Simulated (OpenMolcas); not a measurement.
## Potential curves of MoC: spin-free states

Computed with OpenMolcas 26.06: state-averaged CASSCF(8,9) over Mo 5s 4d, C 2p, XMS-CASPT2 (IPEA 0.25, imaginary shift 0.2 hartree), scalar X2C, ANO-RCC-VDZP, then RASSI spin–orbit state interaction with atomic mean-field integrals. C2 symmetry about the axis (a holds Σ, Δ, Γ; b holds Π, Φ, H; Σ⁺ and Σ⁻ are not told apart); roots by multiplicity and irrep: 3a 6, 1a 5, 5b 2, 5a 1, 3b 4.

XMS-CASPT2 energies in eV from the lowest point. Curves are followed by energy order within each symmetry, so they are adiabatic and may change character at avoided crossings; Σ⁺ and Σ⁻ are counted together.

| R (Å) | (1)3Σ | (1)3Δ | (1)5Σ | (1)1Δ | (1)1Γ |
| --- | --- | --- | --- | --- | --- |
| 1.493 | 1.083 | 1.505 | 2.561 | 1.820 | 2.028 |
| 1.560 | 0.406 | 0.790 | 1.657 | 1.160 | 1.385 |
| 1.609 | 0.134 | 0.502 | 1.221 | 0.882 | 1.133 |
| 1.659 | 0.001 | 0.367 | 0.948 | 0.779 | 1.029 |
| 1.717 | 0.000 | 0.357 | 0.789 | 0.775 | 1.051 |
| 1.775 | 0.107 | 0.464 | 0.755 | 0.920 | 1.196 |
| 1.858 | 0.397 | 0.761 | 0.883 | 1.266 | 1.540 |
| 1.991 | 1.018 | 1.423 | 1.284 | 2.011 | 2.275 |

The 5 lowest clean curves are shown; the next is (1)5Π, from 1.17 eV. Only roots inside an energy window near the equilibrium distance were included, so the list of states is not complete; labels number the states computed. Each spin and symmetry block has orbitals of its own, averaged over its own roots, so gaps between blocks are less sure than gaps within one and near the minimum can be off by tenths of an eV, in bad cases by more. No Rydberg orbitals are active, so Rydberg states, and σ→σ* states whose orbital the CASSCF left unused, can be missing between those listed. CASPT2 splits the two components of degenerate states numerically, here by up to 75 cm⁻¹. No roots were computed in block 1b (none fell in the window or the block failed), so states of that kind are missing and can lie low or lowest. For d and f metals this valence active space lacks a second d shell: the order of states is not reliable within half an eV or more, and the lowest computed state need not be the true ground state. Points that failed a check (symmetry, reference weights, a jump) are left out.
